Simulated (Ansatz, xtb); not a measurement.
## Two structures of CH2GeZn

We compare X, a singlet given by its coordinates, with Y, a triplet given by its coordinates. Both are isolated molecules in the gas phase, relaxed with B3LYP/6-31G*.

X (Å):

```xyz
5

C     1.7884   -2.0587    1.3413
Ge    0.9955   -3.3759    2.2321
Zn    3.4585   -1.5810    2.1114
H     1.5471   -1.4602    0.4609
H     4.8163   -1.1678    2.7089
```

Close contacts (Å): C1–Ge2 1.78, C1–Zn3 1.90, Ge2–Zn3 3.05, C1–H4 1.09, Zn3–H5 1.54.

Y (Å):

```yaml
atoms:
  - { symbol: C, position_ang: [2.5731, -1.7437, 1.6593] }
  - { symbol: Ge, position_ang: [4.1499, -2.8976, 1.4774] }
  - { symbol: Zn, position_ang: [1.1825, -2.6631, 2.7642] }
  - { symbol: H, position_ang: [2.7306, -0.8128, 2.2211] }
  - { symbol: H, position_ang: [2.0258, -1.5406, 0.7285] }
```

Close contacts (Å): C1–Ge2 1.96, C1–Zn3 2.00, C1–H4 1.10, C1–H5 1.10.

Q: Which of the two would you expect CCSD(T)/def2-TZVP electronic energies to favour?

A: Structure X; the calculation gives E(Y) − E(X) = +0.742 eV.

How the difference moves with the method:

```
            level      geometry  E(Y) − E(X) (eV)  departure from the last row (eV)  job, with rough time for the two
     B3LYP/6-31G*  B3LYP/6-31G*              +0.664                            −0.078             optimisation, 2.8 min
     HF/def2-TZVP  B3LYP/6-31G*              −0.267                            −1.009           part of the CCSD(T) run
    MP2/def2-TZVP  B3LYP/6-31G*              +0.902                            +0.160           part of the CCSD(T) run
CCSD(T)/def2-TZVP  B3LYP/6-31G*              +0.742                                               single point, 7.5 min
```

HF/def2-TZVP puts the two in the other order. The largest departure from CCSD(T)/def2-TZVP is that of HF/def2-TZVP, 1.009 eV. Levels run at GFN2-xTB geometries aren't shown. The triplet state of Y needn't be its ground state.

With harmonic frequencies from B3LYP/6-31G* (ideal gas, rigid rotor, one conformer each, 298.15 K, 1 atm): the zero-point term adds +0.134 eV; ΔH is +0.864 and ΔG +0.852 eV.

Open shells are spin-unrestricted. The correlated steps freeze 15 core orbitals; the filled d shell of Ge is correlated; the last core shell of Zn is correlated, in a basis made for valence electrons. ΔG holds the spin degeneracy. Programs: Ansatz 0.2.0; the last row on 1 thread of Arm Neoverse V1 on a shared host.
